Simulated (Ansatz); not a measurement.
CH₄ClF₃MoO₂ (`C[O][Mo]([OH])([F])([F])([F])[Cl]`). The species carries charge 0 and has multiplicity 1. Mo takes the def2 core potential. Geometry: relaxed with PBE0-D4/def2-TZVP. It is one conformer, not always the lowest.

```xyz
12

C    -0.884    1.431   -1.064
O    -0.886    0.234   -0.351
Mo    0.105   -0.844    0.687
O     1.444   -0.651   -0.606
F     1.449   -1.731    1.603
F    -1.067   -1.224    2.062
F    -0.537   -2.411   -0.047
Cl    0.703    1.052    1.877
H    -0.105    1.381   -1.830
H    -0.663    2.243   -0.362
H    -1.864    1.573   -1.521
H     2.305   -1.054   -0.450
```

Task: What is the dipole moment at ωB97M-V/def2-TZVPP? (Best estimate.)

Result: Ansatz gave: 4.58 D, with components (0.18, 2.59, -3.77) D in this frame, pointing from negative to positive charge.

Task: And with PBE, r2SCAN, B3LYP? (Estimate.)

Result: Ansatz gave: PBE 4.45 D, r2SCAN 4.59 D, B3LYP 4.66 D.

Task: Give the Mulliken charges with ωB97M-V, PBE, B3LYP in def2-TZVPP. (An estimate is asked.)

Result: Ansatz gave: 
```json
{"atom": "C1", "ωB97M-V": "-0.14", "PBE": "-0.10", "B3LYP": "-0.09"}
{"atom": "O2", "ωB97M-V": "-0.33", "PBE": "-0.27", "B3LYP": "-0.35"}
{"atom": "Mo3", "ωB97M-V": "1.40", "PBE": "1.22", "B3LYP": "1.51"}
{"atom": "O4", "ωB97M-V": "-0.37", "PBE": "-0.34", "B3LYP": "-0.39"}
{"atom": "F5", "ωB97M-V": "-0.34", "PBE": "-0.30", "B3LYP": "-0.36"}
{"atom": "F6", "ωB97M-V": "-0.33", "PBE": "-0.29", "B3LYP": "-0.34"}
{"atom": "F7", "ωB97M-V": "-0.34", "PBE": "-0.30", "B3LYP": "-0.35"}
{"atom": "Cl8", "ωB97M-V": "-0.22", "PBE": "-0.24", "B3LYP": "-0.26"}
{"atom": "H9", "ωB97M-V": "0.15", "PBE": "0.13", "B3LYP": "0.14"}
{"atom": "H10", "ωB97M-V": "0.14", "PBE": "0.12", "B3LYP": "0.12"}
{"atom": "H11", "ωB97M-V": "0.15", "PBE": "0.13", "B3LYP": "0.14"}
{"atom": "H12", "ωB97M-V": "0.22", "PBE": "0.23", "B3LYP": "0.23"}
```

B3LYP here is the variant with VWN-RPA as its local correlation; programs differ in this.
